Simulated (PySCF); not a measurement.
InBr₂, SMILES [Br][In+][Br], charge +1. Atoms are numbered in the order given.

```xyz
3

In     0.0000     0.0000     0.0000
Br     0.0000     0.0000    -2.3957
Br     0.0000     0.0000     2.3957
```
Charge +1, spin multiplicity 1.

Geometry optimised at B3LYP-D3(BJ)/def2-SVP. The spin state was assumed, not searched. The isomer is the one that the SMILES or the coordinates give; other isomers of the formula were not compared. The def2 effective core potentials stand for the cores of In; spin–orbit coupling is left out.

All values below come from TDDFT-M06-2X/def2-SVPD in PySCF 2.14.0.

Vertical excitations; the highest root listed may be one member of a degenerate set. The molecule is in vacuum. State labels are in the subgroup D2h.

Computed lowest excited states:
| state | symmetry | energy (eV) | λ (nm) | f | main pairs |
|---|---|---|---|---|---|
| S1 | B2g | 3.75 | 331 | 0.000 | HOMO−1→LUMO (degenerate set) |
| S2 | B3g | 3.75 | 331 | 0.000 | HOMO→LUMO (degenerate set) |
| S3 | B3u | 4.17 | 297 | 0.013 | HOMO−2→LUMO (degenerate set) |
| S4 | B2u | 4.17 | 297 | 0.013 | HOMO−3→LUMO (degenerate set) |
| S5 | Au | 5.71 | 217 | 0.000 | HOMO→LUMO+2 49 %, HOMO−1→LUMO+1 49 % |
| S6 | B1u | 5.72 | 217 | 0.032 | HOMO−4→LUMO 45 %, HOMO−1→LUMO+2 27 %, HOMO→LUMO+1 27 % |
| S7 | B1u | 5.82 | 213 | 0.000 | HOMO→LUMO+1, HOMO−1→LUMO+2 (degenerate set) |
| S8 | Au | 5.82 | 213 | 0.000 | HOMO−1→LUMO+1, HOMO→LUMO+2 (degenerate set) |
| S9 | B1g | 6.03 | 206 | 0.000 | HOMO−3→LUMO+2 49 %, HOMO−2→LUMO+1 49 % |
| S10 | Ag | 6.24 | 199 | 0.000 | HOMO−3→LUMO+1 50 %, HOMO−2→LUMO+2 50 % |
| T1 | B2g | 3.42 | 363 | 0 | HOMO−1→LUMO (degenerate set) |
| T2 | B3g | 3.42 | 363 | 0 | HOMO→LUMO (degenerate set) |
| T3 | B3u | 3.78 | 328 | 0 | HOMO−2→LUMO (degenerate set) |
| T4 | B2u | 3.78 | 328 | 0 | HOMO−3→LUMO (degenerate set) |
Triplets are in the Tamm–Dancoff approximation, which puts them higher than full response would, so one can lie above its singlet here.
